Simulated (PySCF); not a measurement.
Level of theory: PBE-D3(BJ)/def2-TZVP // B3LYP-D3(BJ)/def2-SVP (PySCF 2.14.0). All species are isolated molecules in the gas phase. One relaxed conformer stands for a flexible species; it need not be the lowest. Excitations are Tamm–Dancoff values on a coarser integration grid. The basis has no diffuse functions, so Rydberg states are missing or too high.

Reference species (SMILES): `I[Si](I)(I)I` (neutral, multiplicity 1).

The S1 excitation (TDA) comes out as 3.15 eV and the S1 oscillator strength is 0.000. The HOMO–LUMO gap comes out as 3.04 eV and the HOMO is -6.59 eV.

Changed species: `CC[Si](I)(CC)CC` (1 of 4 C2H5 replaced by I; the reference has 4 of 4 C2H5 replaced by I).

Task: Predict the effect on the S1 excitation (TDA), S1 oscillator strength, HOMO–LUMO gap and HOMO.

Result: the S1 excitation (TDA) increases by 2.34 eV, to 5.49 eV; the S1 oscillator strength increases by 0.013, to 0.013; the HOMO–LUMO gap increases by 2.25 eV, to 5.29 eV; the HOMO rises by 0.55 eV, to -6.04 eV.
